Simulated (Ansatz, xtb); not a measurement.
## Two isomers of C5H3PS

Structure X is `P#Cc1cccs1`, a singlet and structure Y is `P#Cc1ccsc1`, a singlet. Both are isolated molecules in the gas phase, relaxed with B3LYP/def2-SVP.

Quicker runs give these differences E(Y) − E(X): GFN2-xTB +1.84 kcal/mol; HF/STO-3G +1.39 kcal/mol (at GFN2-xTB geometries); r2SCAN-D4/def2-SVP +1.83 kcal/mol (at GFN2-xTB geometries).

Problem. Estimate E(Y) − E(X) at the level CCSD(T)/def2-SVP + ΔMP2/def2-TZVPP.

Solution. Too close to call at this level: CCSD(T)/def2-SVP + ΔMP2/def2-TZVPP gives E(Y) − E(X) = +0.35 kcal/mol.

Level by level:

```
                             level        geometry  E(Y) − E(X) (kcal/mol)  departure from the last row (kcal/mol)  job, with rough time for the two
                          GFN2-xTB        GFN2-xTB                     +1.84                                   +1.49              optimisation, 0.34 s
                         HF/STO-3G        GFN2-xTB                     +1.39                                   +1.04               single point, 1.3 s
                r2SCAN-D4/def2-SVP        GFN2-xTB                     +1.83                                   +1.48               single point, 6.6 s
                    B3LYP/def2-SVP  B3LYP/def2-SVP                     +1.52                                   +1.17                optimisation, 49 s
                       HF/def2-SVP  B3LYP/def2-SVP                     −0.02                                   −0.37           part of the CCSD(T) run
                      MP2/def2-SVP  B3LYP/def2-SVP                     +0.86                                   +0.51           part of the CCSD(T) run
                  CCSD(T)/def2-SVP  B3LYP/def2-SVP                     +0.53                                   +0.18                      single point
CCSD(T)/def2-SVP + ΔMP2/def2-TZVPP  B3LYP/def2-SVP                     +0.35                                                        single point, 83 s
```

As drawn, both hold the same kinds of bond in the same numbers.

The largest departure from CCSD(T)/def2-SVP + ΔMP2/def2-TZVPP is that of GFN2-xTB, 1.49 kcal/mol. The last row adds to CCSD(T) the change of the MP2 difference between the two basis sets, here −0.18 kcal/mol.

With thermal terms from frequencies at re-optimised GFN2-xTB minima (ideal gas, soft modes damped towards free rotors, one conformer each, 298.15 K, 1 atm): the zero-point term adds +0.01 kcal/mol; ΔH is +0.35 and ΔG +0.36 kcal/mol.

The correlated steps freeze 15 core orbitals. Programs: Ansatz 0.2.0, xtb 6.7.1; the last row on 2 threads of Intel(R) Xeon(R) Processor @ 2.70GHz on a shared host.
